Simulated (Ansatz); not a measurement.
Harmonic frequencies (cm⁻¹) at PBE0-D4/def2-TZVP from Ansatz: 43, 102, 262, 361, 403, 434, 488, 505, 603, 676, 860, 935, 937, 1925, 2199, 2206, 2217, 2710.

Each molecule was computed in one conformer, which needn't be the lowest.

Task: Which molecule is it?
A. `N[AsH]O`
B. `[AlH2][SiH2]S`
C. `[SiH3][AlH][SH]`
D. `[AlH2][S][SiH3]`

Result: C.
